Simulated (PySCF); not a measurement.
Species: C7H13B.
Atom-mapped SMILES: `[CH2:1]=[CH:2][CH2:3][C@H:4]1[CH2:5][BH:6][CH2:7][CH2:8]1`

Geometry (PBE0-D3(BJ)/def2-SVP, Å), atoms numbered from 1 in this order:
```xyz
21
C7H13B angstrom
C      3.4253    0.5124    0.7369
C      2.5270    0.0909   -0.1543
C      1.2798   -0.6668    0.1730
C     -0.0068    0.0938   -0.1518
C     -0.2168    0.4538   -1.6332
B     -1.7689    0.5976   -1.7992
C     -2.4279    0.0415   -0.4895
C     -1.2814   -0.6646    0.2432
H      4.3142    1.0738    0.4365
H      3.3056    0.3065    1.8060
H      2.6889    0.3220   -1.2154
H      1.2863   -0.9404    1.2415
H      1.2685   -1.6166   -0.3959
H      0.0143    1.0413    0.4200
H      0.0210   -0.4315   -2.2681
H      0.4135    1.2688   -2.0201
H     -2.3479    1.0525   -2.7604
H     -2.7138    0.9690    0.0552
H     -3.3597   -0.5358   -0.5885
H     -1.4104   -0.7203    1.3364
H     -1.2016   -1.7072   -0.1165
```

Theory: delta-SCF UKS SCAN, pcX-2 on the ionised atom, pcseg-1 elsewhere, spin-free X2C (PySCF). Every row has its own mixed basis.

```tsv
ionised atom	basis functions	E(ground) (Eh)	E(ionised) (Eh)
C1	208	-299.31193	-288.65654
C2	208	-299.31240	-288.64278
C3	208	-299.31060	-288.63768
C4	208	-299.31149	-288.64467
C5	208	-299.31042	-288.65975
C7	208	-299.31066	-288.65619
C8	208	-299.31107	-288.64434
```

Question: What are the 1s binding energies?

Answer: E(ionised) − E(ground), at 27.2114 eV a hartree:

```tsv
atom	environment	difference (Eh)	binding energy (eV)
C1	terminal =CH2 carbon	10.65539	289.95
C2	alkene CH carbon	10.66962	290.34
C3	allylic carbon	10.67292	290.42
C4	sp3 CH carbon	10.66682	290.26
C5	sp3 carbon bound to boron	10.65067	289.82
C7	sp3 carbon bound to boron	10.65447	289.92
C8	ring CH2 carbon	10.66673	290.26
```

Question: How much do the ground-state energies differ, and what would follow from using one of them for all holes?

Answer: They run from -299.3124 Eh (core basis on C2) to -299.3104 Eh (on C5), 0.0020 Eh or 0.05 eV apart, though the state is the same; only basis and grid differ. Pairing the ion of C5 with the ground state of C2 would put its binding energy 0.05 eV too high.

Only 1s holes are shown. One conformer (not necessarily the lowest) at the PBE0-D3(BJ)/def2-SVP geometry, without solvent, vibrations or thermal averaging.

On one thread of an Arm Neoverse V2, no GPU, shared host with 32 logical CPUs at a one-minute load of 12, this took 4.0 min of wall time and 0.81 GiB of memory at its peak.
